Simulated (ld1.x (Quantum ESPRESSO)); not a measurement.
Configuration tests for N (Z = 7) (ultrasoft)

```json
{"Element": "nitrogen (N)", "Generator": "ld1.x (Quantum ESPRESSO) 7.5", "Type": "ultrasoft", "Functional": "LDA (PZ)", "Relativity": "scalar-relativistic", "Frozen core": "[He]", "Valence charge": "5", "Reference configuration": "2s1 2p4", "Partial waves": "2s (bound): rcut 0.80, rcutus 0.95 bohr; 2s channel at -0.2 Ry: rcut 0.80, rcutus 0.95 bohr; 2p (bound): rcut 2.00, rcutus 2.20 bohr; 2p channel at 3.95 Ry: rcut 2.00, rcutus 2.20 bohr; 3d channel at 0.1 Ry: rcut 1.85, rcutus 2.25 bohr", "Local potential": "all-electron potential smoothed inside 1.35 bohr (lloc = -1)", "Core correction": "a·sin(br)/r model core inside 0.80 bohr", "Augmentation charge": "PSQ, radius 0.85 bohr"}
```

Energies are relative to the spin-unpolarised reference configuration 2s1 2p4; without spin polarisation the order of configurations can differ from experiment. Spin-polarised rows fill each open shell by Hund’s rule, majority spin first. The frozen-core shift is the all-electron ΔE with the core orbitals held at their reference shape minus the fully relaxed ΔE.

(1) Give the all-electron excitation energy and the error of the potential for: 2s2 2p3; 2s2 2p2; 2s2 2p1; 2s1 2p0; 2s2 2p0; 2s2 2p3.3; 2s1 2p3; 2s1 2p4 (spin-polarised); 2s2 2p3 (spin-polarised).

## Answers

(1)

```tsv
valence configuration	charge	ΔE all-electron (eV)	error AE − PS (meV)	frozen-core shift (meV)
2s2 2p3	0	-11.204	+8.9	+0.4
2s2 2p2	+1	2.528	+18	+0.4
2s2 2p1	+2	31.498	+50	+1.7
2s1 2p0	+4	156.136	+417	+39
2s2 2p0	+3	78.663	+171	+10
2s2 2p3.3	-0.3	-12.869	+8.5	+0.4
2s1 2p3	+1	13.981	+5.9	+0.1
2s1 2p4 (spin-polarised)	0	-3.199	+233	+2.0
2s2 2p3 (spin-polarised)	0	-14.096	+253	+3.8
```
